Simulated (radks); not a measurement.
Spherical jellium clusters: N electrons in a uniform positive sphere of charge N and radius rs N^(1/3), rs = 5.22 bohr. Calculated with a radial shooting solver with Libxc functionals: non-relativistic Kohn-Sham, LDA (Slater exchange, Perdew-Wang correlation), spin-polarised, spherical densities. Levels are named by radial order and angular momentum (1s, 1p, 1d, 2s, ...), and open shells are averaged over m.

N = 21, configuration 1s2 1p6 1d10 2s2 1f(up 1, down 0). This is the lowest configuration that the search found. Occupied and some empty levels:

level,occupation,eigenvalue (eV),<r> (bohr)
1s up,1,-3.7047,9.440
1s down,1,-3.6716,9.344
1p up,3,-3.3131,10.66
1p down,3,-3.2712,10.62
1d up,5,-2.7672,11.56
1d down,5,-2.7208,11.55
2s up,1,-2.3115,8.931
2s down,1,-2.2925,8.978
1f up,1,-2.0987,12.35
1f down,0,-2.0508,12.36
2p up,0,-1.5315,10.95
2p down,0,-1.5100,10.97
1g up,0,-1.3343,13.14
1g down,0,-1.2873,13.17
2d up,0,-0.79198,13.31
2d down,0,-0.76948,13.35

Energy (eV): total -38.3169, kinetic 22.386, external -994.63, Hartree 495.33, exchange-correlation -61.366, background 499.95.

Electron density:

r (bohr),n(r) (e/bohr^3)
1.02,0.002377
2.73,0.002064
4.44,0.001703
6.14,0.001572
7.85,0.001751
9.56,0.001978
11.3,0.001811
13.0,0.001150
14.7,0.0004758
16.4,0.0001402
18.1,0.00003427
19.8,7.537e-06
21.5,1.581e-06
